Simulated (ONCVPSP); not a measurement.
**Configuration tests for beryllium (Be) (ONCV)**

- Element: Be (Z = 4)
- Generator: ONCVPSP 4.0.1
- Type: optimised norm-conserving Vanderbilt (ONCV)
- Functional: PBE
- Relativity: scalar-relativistic
- Frozen core: [He]
- Valence charge: 2
- Reference configuration: 2s2
- Partial waves: 2s: rc 1.65 bohr, ncon 4, nbas 7, qcut 3.2 1/bohr, 2 projectors, debl 3.7 Ha; p scattering state at 0.09 Ha: rc 1.60 bohr, ncon 4, nbas 7, qcut 5.4 1/bohr, 1 projector; d scattering state at 0.04 Ha: rc 1.25 bohr, ncon 4, nbas 7, qcut 7.4 1/bohr, 2 projectors, debl 2.9 Ha
- Local potential: polynomial inside 1.05 bohr (lpopt 5, dvloc0 1 Ha)
- Core correction: Teter function fitted to the true core (icmod 2), fcfact 0.55

In the p channel the program set the typed energies aside and used 0.050 Ha.

Energies are relative to the spin-unpolarised reference configuration 2s2; without spin polarisation the order of configurations can differ from experiment.

Task: Give the all-electron excitation energy and the error of the potential for: 2s1; 2s1.5; 2s1 2p1; 2s0 2p2.

Result:

```json
{"valence configuration": "2s1", "charge": "+1", "ΔE all-electron (eV)": "9.551", "error AE − PS (meV)": "+10"}
{"valence configuration": "2s1.5", "charge": "+0.5", "ΔE all-electron (eV)": "3.761", "error AE − PS (meV)": "+1.5"}
{"valence configuration": "2s1 2p1", "charge": "0", "ΔE all-electron (eV)": "3.612", "error AE − PS (meV)": "+4.0"}
{"valence configuration": "2s0 2p2", "charge": "0", "ΔE all-electron (eV)": "7.251", "error AE − PS (meV)": "+18"}
```

Levels in the configuration 2s1 2p1:

```tsv
level	all-electron (eV)	pseudo (eV)
2s	-6.165	-6.158
2p	-2.535	-2.536
```
